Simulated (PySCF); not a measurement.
2-hydroxypyridine, C5H5NO.
Numbering: `[OH:1][c:2]1[cH:3][cH:4][cH:5][cH:6][n:7]1` (hydrogens: H8 on O1; H9 on C3; H10 on C4; H11 on C5; H12 on C6)

Structure used (PBE0-D3(BJ)/def2-SVP), in Å, numbered top down from 1:
```
atom  x, y, z in Å
O1     2.426    0.099   -0.303
C2     1.107   -0.026   -0.128
C3     0.268    1.049   -0.459
C4    -1.094    0.880   -0.266
C5    -1.576   -0.331    0.242
C6    -0.649   -1.324    0.535
N7     0.664   -1.177    0.354
H8     2.809   -0.743   -0.016
H9     0.696    1.972   -0.852
H10   -1.784    1.691   -0.512
H11   -2.642   -0.498    0.405
H12   -0.976   -2.290    0.936
```

Level: PBE0/pcSseg-1 and CAM-B3LYP/def2-SVPD in PySCF, non-relativistic, on one gas-phase PBE0-D3(BJ)/def2-SVP geometry that isn't relaxed in the solvent. The solvent is an IEF-PCM continuum (cavity from Bondi-type radii × 1.2). Only the electrostatic response of the medium enters.

Gas phase at PBE0/pcSseg-1: HOMO -6.97 eV, LUMO -0.81 eV, dipole 1.22 D.

What does the continuum do to the energy, the frontier levels and the dipole at PBE0/pcSseg-1 in cyclohexane?

```csv
solvent,ε,E(solvent) − E(gas) (kcal/mol),polarisation term (kcal/mol),distortion of the solute (kcal/mol),HOMO (eV),LUMO (eV),dipole (D)
cyclohexane,2.017,-2.25,-2.34,0.09,-6.96,-0.79,1.40
```

The first energy column is the sum of the next two and covers electrostatics alone.

Which radius a makes the point-dipole formula ΔE = −[(ε − 1)/(2ε + 1)]·μ²/a³ give the value in cyclohexane, with the gas-phase dipole?

μ = 0.481 au and |ΔE| = 0.00359 Eh give a = 1.25 Å; the farthest nucleus lies 2.95 Å from the centroid of the nuclei, so such a sphere wouldn't even hold the nuclei. The formula assumes a rigid point dipole at the centre of a sphere.

Give the dipole vector in the frame of the coordinates (D, pointing from negative to positive charge), gas and cyclohexane.

Gas (-1.19, 0.29, 0.01), solvent (-1.35, 0.36, -0.01). Its length changes by +15 % and its direction by 2°.

Which Hirshfeld charges (PBE0/pcSseg-1) respond most in cyclohexane (means over atoms taken as equivalent)?

```csv
atoms,environment,gas (e),solvent (e),change
N7,pyridine-type nitrogen,-0.190,-0.198,-0.008
H8,phenol-type hydroxyl hydrogen,+0.175,+0.179,+0.004
H10,aromatic hydrogen,+0.059,+0.063,+0.004
O1,phenol-type oxygen,-0.182,-0.186,-0.004
H11,aromatic hydrogen,+0.052,+0.056,+0.004
H9,aromatic hydrogen,+0.055,+0.058,+0.003
```

How do the nuclear quadrupole coupling constants eQVzz/h respond in cyclohexane?

```
  nucleus  Q (barn)  gas (MHz)  solvent (MHz)  η gas  η solvent
17O at O1   -0.0256     -10.14         -10.04   0.74       0.74
14N at N7   0.02044      -4.55          -4.51   0.08       0.07
```

Gas phase at CAM-B3LYP/def2-SVPD: HOMO -8.22 eV, LUMO 0.21 eV, dipole 1.38 D.

What does the continuum do to the energy, the frontier levels and the dipole at CAM-B3LYP/def2-SVPD in cyclohexane?

| solvent | ε | E(solvent) − E(gas) (kcal/mol) | polarisation term (kcal/mol) | distortion of the solute (kcal/mol) | HOMO (eV) | LUMO (eV) | dipole (D) |
| --- | --- | --- | --- | --- | --- | --- | --- |
| cyclohexane | 2.017 | -2.17 | -2.27 | 0.10 | -8.19 | 0.24 | 1.59 |

How does the static polarisability (CAM-B3LYP/def2-SVPD, frozen core, with the continuum's full static response) change?

```
     medium  isotropic (au)  principal values (au)  ⟨r²⟩ of the electrons (bohr²)
        gas            67.5       40.9, 75.3, 86.3                          630.1
cyclohexane            76.6       45.3, 86.2, 98.4                          629.7
```

The isotropic value in cyclohexane is 1.14 times the gas-phase one; no cavity-field correction is applied. ⟨r²⟩ is taken about the centre of nuclear charge.
